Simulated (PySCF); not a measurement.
# Reading the logs of faulty runs: GeH2O2Si

These are calculations, not measurements. They come from PySCF 2.14.0, an open-source quantum chemistry program, on an isolated molecule that a program drew, which may never have been made. The molecule is GeH2O2Si (charge 0, singlet), drawn as the SMILES string `O=[Si](O)[GeH]`.

Each row is a Hartree-Fock (HF) and frozen-core CCSD(T) single point in the cc-pV(D+d)Z basis, meant for a local HF minimum. Run 1 is clean. Each other run has one planted mistake out of seven kinds, and not every kind appears here: one electron removed, one electron added, multiplicity raised by two, geometry at a saddle point, minimal basis STO-3G, one bond length entered in bohr, all coordinates scaled. The reference is restricted for singlets and unrestricted otherwise, and also for a bond in bohr. Adding or removing an electron swaps singlet and doublet. Electrons count all cores. HOMO and LUMO are orbital energies over both spins, the gradient is its largest component, and the lowest frequency (negative if imaginary) is given only where the gradient is small. Bond lengths are over the 5 bonds as drawn. T1 is the CCSD diagnostic: over 0.02 (restricted) or 0.045 (unrestricted) a single reference is doubtful. Germanium has the cc-pVDZ-PP basis, with a core potential (ECP10MDF) in place of its 10 inner electrons, and its 3s, 3p and 3d shells are frozen in CCSD(T).

Geometry of the clean run:
```xyz
6
GeH2O2Si, angstrom
O     0.0690   -0.6065   -0.0127
Si   -0.8209   -0.3039   -1.1798
O    -1.4812    1.1482   -1.5011
Ge   -1.6273   -1.8587   -2.8918
H    -1.2847    1.8754   -0.9227
H    -0.3857   -1.4917   -3.7984
```

| run | electrons | basis functions | <S^2> | HOMO (eV) | LUMO (eV) | gradient (hartree/bohr) | lowest frequency (cm^-1) | mean bond (Å) | longest bond (Å) | T1 | HF (hartree) | CCSD(T) (hartree) | mistake |
|---|---|---|---|---|---|---|---|---|---|---|---|---|---|
| 1 | 64 | 84 | 0.000 | -9.52 | -0.50 | 4.0e-05 | 100 | 1.6211 | 2.449 | 0.0213 | -733.23318 | -733.81070 | no fault |
| 2 | 63 | 84 | 0.951 | -15.20 | -6.20 | 9.5e-02 | - | 1.6211 | 2.449 | 0.0859 | -732.93294 | -733.47817 | one electron removed |
| 3 | 64 | 84 | 2.016 | -8.65 | -1.23 | 2.9e-02 | - | 1.6211 | 2.449 | 0.0257 | -733.19947 | -733.76294 | multiplicity raised by two |
| 4 | 64 | 84 | 0.000 | -9.65 | -0.72 | 6.8e-02 | - | 1.7167 | 2.594 | 0.0245 | -733.21214 | -733.80452 | ? |

**Which mistake was planted in run 4, and what did it cost?**

The mean and the longest bond both change by the same factor, 1.059, and the gradient is no longer small. So the mistake is: all coordinates scaled. Subtracting run 1 and multiplying by 627.51 kcal/mol a hartree, the energy moved by 13.2 kcal/mol in HF and 3.9 kcal/mol in CCSD(T).

Cautions from the logs. Run 1: T1 is over the limit, so its CCSD(T) energy is less reliable; run 2: T1 is over the limit, so its CCSD(T) energy is less reliable; run 4: T1 is over the limit, so its CCSD(T) energy is less reliable.
